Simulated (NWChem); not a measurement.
# Total energies of CH₂N

```
C
N 1 1.2423
H 1 1.1088 2 121.69
H 1 1.1088 3 116.62 2 180.00
```
Charge 0, spin multiplicity 2.

Everything below was run with NWChem. Structure: optimised with UPBE0/def2-SVP, a minimum by its harmonic frequencies.

Basis set: 6-31G* (32 functions).

| method | total energy (Ha) |
|---|---|
| UHF | -93.43040 |
| UMP2 | -93.66567 |
| UB2PLYP | -93.87644 |
| UPBE | -93.85794 |
| UB3LYP | -93.97960 |
| UBP86 | -93.97562 |

Total energies of different functionals aren't comparable as a measure of quality: only differences taken within one method are. 

The correlated methods keep 2 core orbitals frozen. B3LYP has NWChem's definition, with VWN1-RPA local correlation. The Pople sets run with spherical d functions. The structure started from a generated list of species. The unpaired electrons of the parent sit in orbitals of symmetry b1 (C2v labels of the run); other states weren't searched. No SCF solution was tested for a lower state. Open-shell Hartree-Fock references start from PBE0 orbitals.
